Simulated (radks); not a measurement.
Results of a calculation; reference values are marked as such.
Spherical quantum dot in the effective-mass picture: electrons in a hard-walled sphere of radius 7.74, all in effective atomic units (hartree* = m*/eps^2 hartree, bohr* = eps/m* bohr), one dielectric constant everywhere. Level of theory: non-relativistic Kohn-Sham, PBEsol, spin-polarised, spherical densities (a radial shooting solver with Libxc functionals). Levels are named by radial order and angular momentum (1s, 1p, 1d, 2s, ...), and open shells are averaged over m.

N = 3, configuration 1s2 1p(up 1, down 0). This is the lowest configuration that the search found. Occupied levels:

level,occupation,eigenvalue (hartree*),<r> (bohr*)
1s up,1,0.50562,4.558
1s down,1,0.52206,4.458
1p up,1,0.56594,4.947

Energy (hartree*): total 0.842267, kinetic 0.36847, external 0, Hartree 0.86893, exchange-correlation -0.39514.
